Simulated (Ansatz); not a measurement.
A structure relaxed at r2SCAN-D4/def2-SVP in Ansatz, charge 0, singlet:

```xyz
22

Zn    0.301    1.032   -2.822
Se   -0.781   -1.826   -1.416
Zn    2.599   -1.558   -0.082
Se    1.775    0.835   -0.685
Se    0.233   -0.916    2.261
Zn   -1.837   -0.863    0.729
Zn    1.226    2.465    1.271
Se   -1.816    1.635    0.096
H     1.169    1.417   -4.047
H    -1.143    0.680   -2.252
H    -0.958   -3.236   -0.993
H    -2.074   -1.846   -2.142
H     1.226   -2.307    0.217
H     4.144   -1.640   -0.168
H     3.024    1.425   -1.178
H     0.026   -2.339    2.625
H    -0.519   -0.466    3.458
H    -3.163   -1.487    1.246
H     2.148    3.709    1.212
H     0.047    1.695    2.012
H    -3.085    1.559   -0.668
H    -2.542    2.033    1.327
```

(1) Give its formula.

(2) Summarise the bond lengths by kind (pairs closer than 1.2 times the sum of covalent radii, bridged metal pairs left out).

Answers

(1) Zn4H14Se4.

(2) 6 × Se–Zn 2.58 to 2.60 Å; 7 × H–Zn 1.55 to 1.59 Å; 7 × H–Se 1.47 to 1.48 Å.

In the singlet geometry the species has come apart into loosely held pieces.
